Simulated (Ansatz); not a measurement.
This triplet is an excited state, 1.86 eV above the relaxed singlet at the level frozen-core CCSD(T)/cc-pVTZ // B3LYP-D3(BJ)/def2-TZVP (Ansatz, a quantum-chemistry and plane-wave program).

A geometry relaxed with B3LYP-D3(BJ)/def2-TZVP run with Ansatz, charge 0, multiplicity 3:

```xyz
7

Si     0.5627    -0.8084     0.6209
O      1.9321    -0.3913    -0.2359
H     -1.8621    -0.2870     0.7067
H     -0.9310     1.1858     0.3508
H      2.5536     0.2026     0.1965
C     -1.0307     0.1214     0.1325
H     -1.2246    -0.0232    -0.9315
```

Task: Write the SMILES of this molecule.

Result: `C[Si]O`
